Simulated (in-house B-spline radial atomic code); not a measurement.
# Ionising Cl3+ with different functionals

Computed with a radial B-spline atomic code at the basis-set limit: scalar-relativistic (spin-free X2C) Hamiltonian, Fermi nucleus of rms radius 3.3654 fm, spin-polarised at highest spin, spherical fractional occupations for the functionals, the average over the highest-spin determinants for Hartree-Fock. The ionisation energy is the difference of two self-consistent energies, [Ne] 3s2 3p2 → [Ne] 3s2 3p1, without Breit or QED terms; ε is the level of the shell that loses the electron (its least bound occupied spin orbital).

Hybrids are left out here: with spherical fractional occupations of an open shell their exact exchange keeps a self-interaction that integer-occupation calculations don't have.

| method | rung | ΔSCF (eV) | -ε(3p) (eV) |
| --- | --- | --- | --- |
| Hartree-Fock | Hartree-Fock | 52.46 | 52.86 |
| LDA VWN5 | LDA | 53.30 | 46.31 |
| LDA PW92 | LDA | 53.29 | 46.29 |
| LDA exchange-only | LDA | 52.05 | 45.12 |
| PBE | GGA | 53.30 | 46.34 |
| PBEsol | GGA | ? | ? |
| BLYP | GGA | 53.12 | 46.10 |
| RPBE | GGA | 53.29 | 46.35 |
| PW91 | GGA | ? | ? |
| BP86 | GGA | 53.35 | 46.37 |
| AM05 | GGA | 53.20 | 46.23 |
| OLYP | GGA | 53.39 | 46.42 |
| TPSS | meta-GGA | 53.42 | 46.52 |
| SCAN | meta-GGA | 53.58 | 46.80 |
| r2SCAN | meta-GGA | 53.54 | 46.77 |
| revTPSS | meta-GGA | 53.36 | 46.47 |

(1) What does PBEsol give?

(2) What does PW91 give?

(3) How do they compare with the NIST value?

Results:

(1) ΔSCF 53.23 eV, and -ε(3p) = 46.27 eV.

(2) ΔSCF 53.38 eV, and -ε(3p) = 46.42 eV.

(3) NIST lists 53.2 eV ± 0.12 (semi-empirical, ground level to ground level). Errors run from -1.19 to +0.34 eV; PBEsol is closest (-0.01 eV), though others lie within the uncertainty of it, and part of that can be cancellation, since the calculations leave out spin-orbit coupling, Breit-QED terms, multiplet and fine-structure energies. Hartree-Fock also lacks correlation.
